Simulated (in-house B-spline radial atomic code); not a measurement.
Ionising Pt with different functionals

Computed with a B-spline radial code for spherical atoms: scalar-relativistic (spin-free X2C) Hamiltonian, Fermi nucleus of rms radius 5.427 fm, spin-polarised at highest spin, spherical fractional occupations for the functionals, and exact exchange of hybrids averaged over the configuration. The ionisation energy is the difference of two self-consistent energies, [Xe] 4f14 5d9 6s1 → [Xe] 4f14 5d9, without Breit or QED terms; ε is the level of the shell that loses the electron (its least bound occupied spin orbital). There is no spin-orbit coupling in this Hamiltonian.

| method | rung | ΔSCF (eV) | -ε(6s) (eV) |
| --- | --- | --- | --- |
| PBE0 | global hybrid | 9.17 | 6.72 |
| B3LYP | global hybrid | 9.36 | 6.63 |
| TPSSh | global hybrid | ? | ? |
| M06-2X | global hybrid | 8.91 | 7.50 |
| BHandHLYP | global hybrid | ? | ? |
| r2SCAN0 | global hybrid | 9.24 | 7.02 |
| B97-1 | global hybrid | 9.04 | 6.41 |
| HSE06 | range-separated hybrid | 9.20 | 6.35 |
| wB97X | range-separated hybrid | 8.76 | 8.44 |
| CAM-B3LYP | range-separated hybrid | 9.17 | 7.83 |
| LC-wPBE | range-separated hybrid | 8.83 | 8.81 |

(1) What does TPSSh give?

(2) What does BHandHLYP give?

(3) Among the functionals, which spreads more, the ΔSCF values or the orbital energies?

(4) How do they compare with the NIST value?

## Answers

(1) ΔSCF 9.21 eV, and -ε(6s) = 6.27 eV.

(2) ΔSCF 8.84 eV, and -ε(6s) = 7.24 eV.

(3) The orbital energies: ΔSCF values span about 0.60 eV and the orbital energies 2.54 eV; here energy differences depend much less on the functional than eigenvalues do.

(4) NIST lists 8.959 eV (measured, ground level to ground level). Errors run from -0.20 to +0.40 eV; M06-2X is closest (-0.05 eV), but part of that can be cancellation, since the calculations leave out spin-orbit coupling, Breit-QED terms, multiplet and fine-structure energies.
